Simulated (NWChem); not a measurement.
# GaHF₂; SMILES [F][GaH][F]

Program: NWChem. Pople sets run with spherical d functions. B3LYP is NWChem's, with the RPA form of VWN correlation. Each level has its own optimisation; frequencies are unscaled.

```csv
level,r Ga–H (Å),r F–Ga (Å),highest harmonic frequency (cm⁻¹),lowest (cm⁻¹),zero-point energy (kcal/mol),dipole (D)
Hartree-Fock/6-31G*,1.550,1.724,2141,230,7.2,2.54
BLYP/def2-SVP,1.554,1.766,1991,200,6.5,2.25
B3LYP/6-31G*,1.550,1.748,2037,210,6.7,2.31
```
